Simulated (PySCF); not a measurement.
SMILES [OH+]=BF (charge +1) at its B3LYP/def2-SVP optimised geometry (Å):

```
4

O      0.7492     0.0000     0.0000
B     -0.4777     0.0000     0.0000
F     -1.7210    -0.0003    -0.0004
H      1.7210     0.0003    -0.0015
```

Level of theory: B3LYP/def2-TZVP (PySCF).

Map of the electrostatic potential (hartree/e), clipped to [0.09, 0.24] on the plane z = 1.5 Å:

```
|000001111112222211111110000|
|000011112222222222221111100|
|001111222233333332222211110|
|001112223333333333332222111|
|011122333444444444333322211|
|111223344555555554444332221|
|112233445566666655554433322|
|122334456777777766655544322|
|122344567889998877766554332|
|123345678999999988777655433|
|223445689999999999888765443|
|223456789999999999998876543|
|223456799999999999999876543|
|223456799999999999999876543|
|223456799999999999999876543|
|223456789999999999998876543|
|223445689999999999888765443|
|123345678999999988777655433|
|122344567889998877766554332|
|122334456777777766655544322|
|112233445566666655554433322|
|111223344555555554444332221|
|011122333444444444333322211|
|001112223333333333332222111|
|001111222233333332222211110|
|000011112222222222221111100|
|000001111112222211111110000|
```
Scale: ten equal steps from 0.089 (start of '0') to 0.235 (end of '9'), in the order '0123456789'; x runs from -4.00 to 4.00, y from -4.00 (bottom) to 4.00 (top).
